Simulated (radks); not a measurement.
Isoelectronic series with 5 electrons, each ion in its NIST ground configuration. Method: scalar-relativistic Kohn-Sham, PBE, spin-unpolarised, spherical densities, point nucleus; computed with a radial shooting solver on a logarithmic mesh with Libxc functionals. Total energies (hartree) and mean radii <r> (bohr):

ion    configuration  E (hartree)      2p      2s       1s
B       [He] 2s2 2p1    -24.60320   2.301   1.952   0.3294
C+      [He] 2s2 2p1    -37.36567   1.505   1.463   0.2705
N2+     [He] 2s2 2p1    -52.89322   1.138   1.171   0.2294
O3+     [He] 2s2 2p1    -71.18412  0.9195  0.9771   0.1991
F4+     [He] 2s2 2p1    -92.23967  0.7729  0.8387   0.1758
Ne5+    [He] 2s2 2p1   -116.06252  0.6673  0.7348   0.1573
Mg7+    [He] 2s2 2p1   -172.02472  0.5247  0.5889   0.1300
Al8+    [He] 2s2 2p1   -204.17294  0.4742  0.5358   0.1196
Si9+    [He] 2s2 2p1   -239.10606  0.4327  0.4914   0.1107
P10+    [He] 2s2 2p1   -276.82983  0.3978  0.4537   0.1030
S11+    [He] 2s2 2p1   -317.35050  0.3681  0.4214  0.09632
Cl12+   [He] 2s2 2p1   -360.67483  0.3426  0.3934  0.09044
Ar13+   [He] 2s2 2p1   -406.81006  0.3204  0.3688  0.08522
K14+    [He] 2s2 2p1   -455.76394  0.3008  0.3471  0.08057
Ca15+   [He] 2s2 2p1   -507.54472  0.2835  0.3278  0.07639
Sc16+   [He] 2s2 2p1   -562.16116  0.2681  0.3104  0.07261
Ti17+   [He] 2s2 2p1   -619.62254  0.2543  0.2948  0.06919
V18+    [He] 2s2 2p1   -679.93867  0.2418  0.2807  0.06606
